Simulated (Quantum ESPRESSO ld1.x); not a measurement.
Task: Species: Pr. Configuration: [Xe] 4f3 6s2. Method: Dirac Kohn-Sham, PBE, spin-unpolarised, spherical densities, point nucleus; open shells fill j = l - 1/2 first; computed with ld1.x of Quantum ESPRESSO 7.5. Some entries of the table are withheld. Estimate them.

| orbital | occ. | eigenvalue (hartree) | r(max) (bohr) | <r> (bohr) |
|---|---|---|---|---|
| 1s1/2 | 2 | -1535.37 | (1) | 0.02409 |
| 2s1/2 | 2 | -246.887 | 0.08740 | (2) |
| 2p1/2 | 2 | -233.319 | (3) | 0.08605 |
| 2p3/2 | 4 | -215.597 | (4) | 0.09236 |
| 3s1/2 | 2 | -53.2566 | 0.2493 | 0.2720 |
| 3p1/2 | 2 | -47.4897 | 0.2361 | 0.2617 |
| 3p3/2 | 4 | -43.9785 | 0.2476 | 0.2740 |
| 3d3/2 | 4 | -33.9229 | 0.1986 | 0.2452 |
| 3d5/2 | 6 | -33.1661 | 0.2019 | 0.2491 |
| 4s1/2 | 2 | (5) | 0.5793 | 0.6225 |
| 4p1/2 | 2 | -8.42385 | 0.5878 | 0.6403 |
| 4p3/2 | 4 | -7.66850 | 0.6125 | 0.6682 |
| 4d3/2 | 4 | -4.12841 | 0.6313 | 0.7217 |
| 4d5/2 | 6 | -3.99593 | 0.6394 | 0.7317 |
| 5s1/2 | 2 | -1.43019 | 1.354 | 1.509 |
| 5p1/2 | 2 | (6) | 1.487 | 1.707 |
| 5p3/2 | 4 | (7) | 1.558 | 1.797 |
| 6s1/2 | 2 | -0.12703 | 3.865 | 4.504 |
| 4f5/2 | 3 | -0.04906 | 0.6899 | 1.203 |
| 4f7/2 | 0 | -0.03665 | 0.6952 | 1.234 |

Result: 
(1) 1s1/2 r(max) (bohr): 0.01541
(2) 2s1/2 <r> (bohr): 0.1026
(3) 2p1/2 r(max) (bohr): 0.06651
(4) 2p3/2 r(max) (bohr): 0.07186
(5) 4s1/2 eigenvalue (hartree): -10.5813
(6) 5p1/2 eigenvalue (hartree): -0.85853
(7) 5p3/2 eigenvalue (hartree): -0.75647
